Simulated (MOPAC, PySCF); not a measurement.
Torsion H5–N1–Ga2–N3 in GaH6N3 (SMILES [NH2][Ga]([NH2])[NH2]); at each angle all else is relaxed with GFN2-xTB, and the levels are single points there.
Geometry at 150° (charge 0, multiplicity 1):
```json
[
 {"atom": "N", "x (Å)": "-0.7031", "y (Å)": "1.6912", "z (Å)": "-0.0209"},
 {"atom": "Ga", "x (Å)": "0.3322", "y (Å)": "0.1756", "z (Å)": "-0.1183"},
 {"atom": "N", "x (Å)": "1.6704", "y (Å)": "0.0573", "z (Å)": "-1.3644"},
 {"atom": "N", "x (Å)": "-0.0773", "y (Å)": "-1.2640", "z (Å)": "0.9380"},
 {"atom": "H", "x (Å)": "-1.6600", "y (Å)": "1.5843", "z (Å)": "0.2987"},
 {"atom": "H", "x (Å)": "-0.7081", "y (Å)": "2.3071", "z (Å)": "-0.8271"},
 {"atom": "H", "x (Å)": "2.4238", "y (Å)": "-0.6079", "z (Å)": "-1.2365"},
 {"atom": "H", "x (Å)": "2.0526", "y (Å)": "0.9079", "z (Å)": "-1.7611"},
 {"atom": "H", "x (Å)": "-0.6217", "y (Å)": "-1.1153", "z (Å)": "1.7798"},
 {"atom": "H", "x (Å)": "0.6224", "y (Å)": "-1.9728", "z (Å)": "1.1244"}
]
```

On the grid 0° to 330°, 300° is the highest and 150° the lowest point at MP2/CBS(cc-pVTZ, cc-pVQZ) + ΔCCSD(T)/cc-pVTZ.

Rows in 3-21G, 6-31G* carry no dispersion term and start afresh at each structure (6-31G* with six Cartesian d functions); the Pople sets are all-electron and without relativity. The state that AM1 reach isn't checked.

Codes used: MOPAC for AM1 (differences of heats of formation); PySCF for 3-21G rows, 6-31G* rows. 

One of these levels gives 69.2 meV for the energy at 300° less that at 150°. Name it.
A) AM1
B) HF/6-31G*
C) B3LYP/3-21G

C, B3LYP/3-21G. The others give 257.0 (AM1), 176.9 (HF/6-31G*)
